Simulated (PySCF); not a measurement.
# Computed properties of C3H8O2Si, SMILES O(C)C[SiH2]C=O

C3H8O2Si, SMILES COC[SiH2]C=O. Coordinates come from a B3LYP-D3(BJ)/def2-SVP optimisation. The structure was generated by enumeration, and PubChem lists no compound with its InChIKey, so it may never have been made. Other conformers were not sampled. All values are computed for the isolated molecule unless a solvent is named; none is compared with measurement here.

**Structure.** All 36 harmonic modes at B3LYP-D3(BJ)/def2-SVP (PySCF) are real, so it is a minimum. With heavy atoms numbered as in [CH3:1][O:2][CH2:3][SiH2:4][CH:5]=[O:6], the shortest bond between them is C5–O6 at 1.210 Å and the longest Si4–C5 at 1.937 Å.

**Vibrations.** The strongest infrared lines (harmonic, unscaled, degenerate partners summed) lie at 1787 cm⁻¹ (132 km/mol, C 57 %, O 41 %), 2814 cm⁻¹ (121 km/mol, H 93 %), 881 cm⁻¹ (108 km/mol, H 70 %, C 18 %, Si 11 %). The softest mode is at 37 cm⁻¹ and the zero-point energy is 65.6 kcal/mol.

**Electronic structure.** CAM-B3LYP/def2-TZVP (PySCF) places the frontier levels at -8.27 and -0.29 eV, a gap of 7.98 eV, and gives a dipole moment of 3.92 D and a mean polarisability of 70.3 bohr³. PBE/def2-TZVP (PySCF) at the same geometry gives -5.41 and -2.69 eV, so its gap is 5.26 eV narrower. An orbital gap is neither the optical nor the fundamental gap.

**Excitations.** TDDFT-M06-2X/def2-SVPD (PySCF) has S1 at 2.85 eV (434 nm, f = 0.000, dark); the most intense of the 10 singlets computed lies at 7.36 eV (f = 0.07). T1 (TDA) is at 2.39 eV. TDDFT-PBE/def2-SVPD (PySCF) puts S1 at 3.00 eV.

**NMR.** GIAO shifts at PBE0/pcSseg-1 (PySCF) (non-relativistic, atoms alike by connectivity averaged): ¹³C from 62.8 to 247.1 ppm against TMS; ¹H from 3.7 to 12.5 ppm against TMS; ²⁹Si at -64.5 ppm against TMS.

**Solvation.** SMD-M06-2X/6-31G* (PySCF) gives -1.6 kcal/mol in water, -3.9 kcal/mol in N,N-dimethylformamide, -2.7 kcal/mol in 1-octanol (1 M in both phases, gas-phase geometry); of these solvents N,N-dimethylformamide holds the molecule best.
